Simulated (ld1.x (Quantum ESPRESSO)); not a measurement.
# u(r) = r·R(r): atom against pseudo-atom (arsenic (As))

Columns: radius, all-electron u(r) and pseudo u(r) of the 4s shell (level -28.31 eV) of arsenic in the configuration [Ne] 3s2 3p6 3d10 4s2 4p1.5; PBEsol, scalar-relativistic, PAW scheme, ld1.x (Quantum ESPRESSO) 7.5.

```json
{"r (bohr)": "0.057", "all-electron": "0.0083", "pseudo": "0.2738"}
{"r (bohr)": "0.115", "all-electron": "-0.2281", "pseudo": "0.5313"}
{"r (bohr)": "0.172", "all-electron": "-0.2066", "pseudo": "0.7449"}
{"r (bohr)": "0.230", "all-electron": "-0.0358", "pseudo": "0.9073"}
{"r (bohr)": "0.288", "all-electron": "0.1572", "pseudo": "1.0044"}
{"r (bohr)": "0.345", "all-electron": "0.3021", "pseudo": "1.0332"}
{"r (bohr)": "0.402", "all-electron": "0.3816", "pseudo": "0.9985"}
{"r (bohr)": "0.460", "all-electron": "0.3978", "pseudo": "0.9061"}
{"r (bohr)": "0.518", "all-electron": "0.3615", "pseudo": "0.7688"}
{"r (bohr)": "0.575", "all-electron": "0.2891", "pseudo": "0.6040"}
{"r (bohr)": "0.632", "all-electron": "0.1935", "pseudo": "0.4244"}
{"r (bohr)": "0.690", "all-electron": "0.0833", "pseudo": "0.2400"}
{"r (bohr)": "0.747", "all-electron": "-0.0297", "pseudo": "0.0680"}
{"r (bohr)": "0.805", "all-electron": "-0.1434", "pseudo": "-0.0902"}
{"r (bohr)": "0.862", "all-electron": "-0.2500", "pseudo": "-0.2256"}
{"r (bohr)": "0.920", "all-electron": "-0.3506", "pseudo": "-0.3424"}
{"r (bohr)": "0.977", "all-electron": "-0.4401", "pseudo": "-0.4386"}
{"r (bohr)": "1.035", "all-electron": "-0.5209", "pseudo": "-0.5211"}
{"r (bohr)": "1.092", "all-electron": "-0.5901", "pseudo": "-0.5901"}
{"r (bohr)": "1.150", "all-electron": "-0.6502", "pseudo": "-0.6502"}
{"r (bohr)": "1.208", "all-electron": "-0.7003", "pseudo": "-0.7003"}
{"r (bohr)": "1.265", "all-electron": "-0.7404", "pseudo": "-0.7404"}
{"r (bohr)": "1.322", "all-electron": "-0.7722", "pseudo": "-0.7722"}
{"r (bohr)": "1.380", "all-electron": "-0.7966", "pseudo": "-0.7966"}
{"r (bohr)": "1.438", "all-electron": "-0.8139", "pseudo": "-0.8139"}
{"r (bohr)": "1.495", "all-electron": "-0.8246", "pseudo": "-0.8246"}
```

(1) How many radial nodes do the two functions have?

(2) At about which radius was the pseudo-wave matched?

(3) Is the pseudo-wave norm-conserving?

## Answers

(1) The all-electron 4s function has n − l − 1 = 3; the pseudo-wave has 1, since 1 lower shell of the same l stays in the valence.

(2) 1.15 bohr. The columns agree to 0.0005 from 1.03 bohr on; several derivatives are matched, so the curves merge somewhat inside the radius.

(3) No, it belongs to a PAW set: the norm inside the radius is not constrained, and the difference is carried by the augmentation charge.
